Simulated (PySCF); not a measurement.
## `O=[P@]1(C)CC=C(C(C)(C)C)C1`, C$_{9}$H$_{17}$OP

Molfile (atoms numbered from 1):
```
C9H17OP
     RDKit          3D

 28 28  0  0  0  0  0  0  0  0999 V2000
   -2.1620   -1.5237    0.1188 C   0  0  0  0  0  0  0  0  0  0  0  0
   -1.5097   -0.1443    0.2476 C   0  0  0  0  0  0  0  0  0  0  0  0
   -2.3457    0.8698   -0.5436 C   0  0  0  0  0  0  0  0  0  0  0  0
   -1.4929    0.2542    1.7306 C   0  0  0  0  0  0  0  0  0  0  0  0
   -0.0889   -0.1481   -0.2725 C   0  0  0  0  0  0  0  0  0  0  0  0
    0.6358   -1.2232   -0.5672 C   0  0  0  0  0  0  0  0  0  0  0  0
    2.0363   -1.0118   -1.0487 C   0  0  0  0  0  0  0  0  0  0  0  0
    2.3983    0.7070   -0.4946 P   0  0  1  0  0  5  0  0  0  0  0  0
    2.8820    0.5749    1.2663 C   0  0  0  0  0  0  0  0  0  0  0  0
    3.3130    1.5196   -1.3055 O   0  0  0  0  0  0  0  0  0  0  0  0
    0.6148    1.1657   -0.4840 C   0  0  0  0  0  0  0  0  0  0  0  0
   -3.2005   -1.4700    0.4372 H   0  0  0  0  0  0  0  0  0  0  0  0
   -1.6565   -2.2551    0.7443 H   0  0  0  0  0  0  0  0  0  0  0  0
   -2.1367   -1.8657   -0.9130 H   0  0  0  0  0  0  0  0  0  0  0  0
   -3.3798    0.8399   -0.2074 H   0  0  0  0  0  0  0  0  0  0  0  0
   -1.9747    1.8817   -0.4061 H   0  0  0  0  0  0  0  0  0  0  0  0
   -2.3228    0.6340   -1.6052 H   0  0  0  0  0  0  0  0  0  0  0  0
   -1.0661    1.2446    1.8686 H   0  0  0  0  0  0  0  0  0  0  0  0
   -2.5067    0.2642    2.1242 H   0  0  0  0  0  0  0  0  0  0  0  0
   -0.9068   -0.4578    2.3079 H   0  0  0  0  0  0  0  0  0  0  0  0
    0.2703   -2.2335   -0.4872 H   0  0  0  0  0  0  0  0  0  0  0  0
    2.0986   -1.0352   -2.1414 H   0  0  0  0  0  0  0  0  0  0  0  0
    2.7363   -1.7516   -0.6566 H   0  0  0  0  0  0  0  0  0  0  0  0
    2.1736   -0.0228    1.8310 H   0  0  0  0  0  0  0  0  0  0  0  0
    2.9362    1.5822    1.6756 H   0  0  0  0  0  0  0  0  0  0  0  0
    3.8731    0.1274    1.3122 H   0  0  0  0  0  0  0  0  0  0  0  0
    0.3795    1.5907   -1.4646 H   0  0  0  0  0  0  0  0  0  0  0  0
    0.3809    1.9144    0.2733 H   0  0  0  0  0  0  0  0  0  0  0  0
  1  2  1  0
  2  3  1  0
  2  4  1  0
  2  5  1  0
  5  6  2  0
  6  7  1  0
  7  8  1  0
  8  9  1  1
  8 10  2  0
  8 11  1  0
 11  5  1  0
  1 12  1  0
  1 13  1  0
  1 14  1  0
  3 15  1  0
  3 16  1  0
  3 17  1  0
  4 18  1  0
  4 19  1  0
  4 20  1  0
  6 21  1  0
  7 22  1  0
  7 23  1  0
  9 24  1  0
  9 25  1  0
  9 26  1  0
 11 27  1  0
 11 28  1  0
M  END
```

Computed with GIAO B3LYP/pcSseg-1 magnetisability, rotational g tensor and spin-rotation constants, non-relativistic, gas phase (PySCF 2.14.0). Geometry: GFN2-xTB.

**Question.** Give the nuclear spin-rotation constants along the inertial axes (H = +C I·J) beside the isotropic shieldings.

**Answer.** Rotational constants 1.8577, 0.5749, 0.5596 GHz. A star marks the isotopologue with that one atom substituted, in its own axes.
```csv
atom,isotope,Caa (kHz),Cbb (kHz),Ccc (kHz),mean (kHz),σ (ppm)
P8,31P,2.715,1.053,1.055,1.608,260.4
H12,1H,0.046,-0.061,-0.069,-0.028,30.9
H13,1H,-0.192,-0.050,-0.004,-0.082,30.5
H14,1H,-0.201,-0.029,-0.023,-0.085,30.7
H15,1H,0.043,-0.066,-0.064,-0.029,31.0
H16,1H,-0.151,-0.003,-0.062,-0.072,30.5
H17,1H,-0.210,-0.039,-0.013,-0.087,30.9
H18,1H,-0.135,-0.007,-0.064,-0.069,30.5
H19,1H,0.038,-0.063,-0.064,-0.030,30.8
H20,1H,-0.197,-0.052,-0.008,-0.086,31.2
H21,1H,-0.087,0.009,-0.053,-0.044,26.3
H22,1H,-0.209,-0.036,-0.003,-0.083,29.2
H23,1H,-0.169,-0.029,-0.026,-0.075,29.7
H24,1H,-0.057,-0.067,-0.035,-0.053,30.6
H25,1H,-0.226,0.012,-0.060,-0.091,30.6
H26,1H,-0.061,-0.055,-0.044,-0.053,30.6
H27,1H,-0.199,-0.068,0.022,-0.081,29.4
H28,1H,-0.197,0.018,-0.064,-0.081,29.6
C1,13C*,0.326,0.086,0.100,0.171,151.5
C2,13C*,0.322,0.112,0.097,0.177,143.1
C5,13C*,0.920,0.222,0.121,0.421,22.4
C6,13C*,0.805,0.181,0.103,0.363,57.9
C7,13C*,0.315,0.106,0.104,0.175,143.7
C9,13C*,0.296,0.085,0.073,0.151,166.0
O10,17O*,-0.421,-0.063,-0.076,-0.187,205.7
C11,13C*,0.305,0.116,0.096,0.172,145.0
```
For the geometry as given, no vibrational averaging.
